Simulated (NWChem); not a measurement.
System: C5H5F; SMILES C=C=C(F)C=C

```xyz
11

C      0.4004    -2.5923     0.0000
C      0.0927    -1.3236     0.0000
C     -0.1859    -0.0328     0.0000
F     -1.4650     0.3741     0.0000
C      0.8024     1.0349     0.0000
C      0.4853     2.3353     0.0000
H      0.5335    -3.1511     0.9351
H      0.5335    -3.1511    -0.9351
H      1.8457     0.7071     0.0000
H     -0.5570     2.6622     0.0000
H      1.2620     3.1027     0.0000
```
Atoms are numbered in this order, from 1.

Structure relaxed at the PBE0/def2-SVP level.

Question: Give the principal values of the shielding tensors (ppm) of C1, C2, C3, F4, C5 from PBE/pcSseg-1, GIAO (NWChem), with their diamagnetic and paramagnetic parts as GIAO splits them.

Answer: 
| atom | σ11 | σ22 | σ33 | isotropic | diamagnetic | paramagnetic |
|---|---|---|---|---|---|---|
| C1 | 1.6 | 91.2 | 160.3 | 84.4 | 261.9 | -177.5 |
| C2 | -75.2 | -50.6 | 7.1 | -39.6 | 260.0 | -299.5 |
| C3 | -14.7 | 27.7 | 83.3 | 32.1 | 248.7 | -216.6 |
| F4 | 243.7 | 325.1 | 391.2 | 320.0 | 477.4 | -157.4 |
| C5 | -63.9 | 61.1 | 139.2 | 45.5 | 257.3 | -211.9 |
